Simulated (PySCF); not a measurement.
cyclopentasilane (H10Si5), SMILES [SiH2]1[SiH2][SiH2][SiH2][SiH2]1.

Coordinates come from a PBE0-D3(BJ)/def2-SVP optimisation.

Calculation: PySCF 2.14.0 with TDA-PBE0/def2-SVPD.

Vertical excitations. Gas-phase values at a fixed geometry.

| state | energy (eV) | λ (nm) | f | main pairs |
|---|---|---|---|---|
| S1 | 5.39 | 230 | 0.005 | HOMO→LUMO 98 % |
| S2 | 5.52 | 225 | 0.004 | HOMO−1→LUMO 98 % |
| S3 | 6.20 | 200 | 0.006 | HOMO→LUMO+1 84 % |
| S4 | 6.30 | 197 | 0.001 | HOMO−2→LUMO 77 % |
| S5 | 6.31 | 196 | 0.006 | HOMO−3→LUMO 80 % |
| S6 | 6.37 | 195 | 0.006 | HOMO→LUMO+3 63 %, HOMO−1→LUMO+1 10 % |
| S7 | 6.44 | 193 | 0.002 | HOMO→LUMO+2 55 %, HOMO−1→LUMO+1 18 % |
| S8 | 6.44 | 192 | 0.005 | HOMO−1→LUMO+1 51 %, HOMO→LUMO+2 16 % |
| S9 | 6.49 | 191 | 0.005 | HOMO−1→LUMO+2 53 %, HOMO→LUMO+4 33 % |
| S10 | 6.67 | 186 | 0.032 | HOMO−1→LUMO+3 59 %, HOMO→LUMO+5 12 % |
| T1 | 5.07 | 245 | 0 | HOMO→LUMO 93 % |
| T2 | 5.14 | 241 | 0 | HOMO−1→LUMO 93 % |
| T3 | 5.51 | 225 | 0 | HOMO−1→LUMO+1 70 %, HOMO→LUMO+3 13 % |
| T4 | 5.55 | 223 | 0 | HOMO→LUMO+1 38 %, HOMO→LUMO+2 34 %, HOMO−1→LUMO+3 7 % |
Triplets are in the Tamm–Dancoff approximation.
